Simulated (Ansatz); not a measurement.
C3H6FNSi, SMILES `FC1=NCC[SiH2]1`, 12 atoms. Total charge 0; spin multiplicity 1. All runs use 4 threads of an Arm Neoverse V1 on a shared host. Correlated methods freeze the cores.

**Question.** How many basis functions does each run have, and how long does it take in Ansatz? RKS PBE0-D4/def2-TZVP relaxation (9 steps); RKS PBE-D4/def2-TZVPP energy and forces; RKS revPBE-D4/def2-TZVPP energy; RKS PBE0-D4/def2-SVP energy; RHF-CCSD(T)/def2-SVP energy; RHF-CCSD(T)/def2-TZVPP energy; direct RPA on PBE orbitals/def2-TZVPP energy; RKS ωB97X-V/def2-TZVPP energy; RKS B97M-V/def2-TZVPP energy; RKS PBE0-D4/def2-TZVP frequencies; RKS ωB97M-V/def2-QZVPP energy; RKS PBE0-D4/def2-QZVPP energy. (Best estimate.)

**Answer.** Computed: Other jobs shared the machine, so times are rough.

| level | job | functions | wall time | peak host memory (GiB) |
| --- | --- | --- | --- | --- |
| RKS PBE0-D4/def2-SVP | energy | 118 | 1.4 s | 0.59 |
| RKS revPBE-D4/def2-TZVPP | energy | 281 | 2.6 s | 0.4 |
| RKS PBE-D4/def2-TZVPP | energy and forces | 281 | 3.3 s | 0.39 |
| direct RPA on PBE orbitals/def2-TZVPP | energy | 281 | 7.5 s | 0.79 |
| RHF-CCSD(T)/def2-SVP | energy | 118 | 9.5 s | 0.67 |
| RKS ωB97X-V/def2-TZVPP | energy | 281 | 10 s | 0.94 |
| RKS PBE0-D4/def2-QZVPP | energy | 535 | 11 s | 2.1 |
| RKS B97M-V/def2-TZVPP | energy | 281 | 11 s | 0.49 |
| RKS ωB97M-V/def2-QZVPP | energy | 535 | 25 s | 2.6 |
| RKS PBE0-D4/def2-TZVP | relaxation (9 steps) | 228 | 43 s | 0.66 |
| RKS PBE0-D4/def2-TZVP | frequencies | 228 | 3.8 min | 0.72 |
| RHF-CCSD(T)/def2-TZVPP | energy | 281 | 4.9 min | 8.4 |
